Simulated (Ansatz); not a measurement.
The same group exchange along the group F, Cl, Br.

Isolated molecules relaxed with PBE0-D4/def2-TZVP in Ansatz; ΔE leaves out vibrations. CCSD(T)/CBS is the MP2 limit (def2-TZVPP, def2-QZVPP) plus CCSD(T) − MP2 in def2-TZVPP, frozen cores. This one scheme is used for every species. DFT in def2-TZVPP. Elements past krypton have def2 core potentials. For Br, Cd outer-core shells are correlated without core-valence functions, which leaves a few kJ/mol of doubt a bond. Scalar relativity is left out up to krypton.

```json
{"reaction": "`[F][Cd][F]` + CH₄ → `[CH3][Cd][F]` + H–F", "B2PLYP (kcal/mol)": "8.1", "PBE-D4 (kcal/mol)": "7.0", "r2SCAN-D4 (kcal/mol)": "9.1", "B97M-V (kcal/mol)": "12.1", "CCSD(T)/CBS(def2) (kcal/mol)": "7.1"}
{"reaction": "`[Cl][Cd][Cl]` + CH₄ → `[CH3][Cd][Cl]` + HCl", "B2PLYP (kcal/mol)": "30.2", "PBE-D4 (kcal/mol)": "28.1", "r2SCAN-D4 (kcal/mol)": "30.7", "B97M-V (kcal/mol)": "32.7", "CCSD(T)/CBS(def2) (kcal/mol)": "30.9"}
{"reaction": "`[Br][Cd][Br]` + CH₄ → `[CH3][Cd][Br]` + HBr", "B2PLYP (kcal/mol)": "36.7", "PBE-D4 (kcal/mol)": "34.4", "r2SCAN-D4 (kcal/mol)": "37.0", "B97M-V (kcal/mol)": "38.1", "CCSD(T)/CBS(def2) (kcal/mol)": "37.7"}
```

Largest T1 diagnostic: 0.018, for `[F][Cd][F]`.
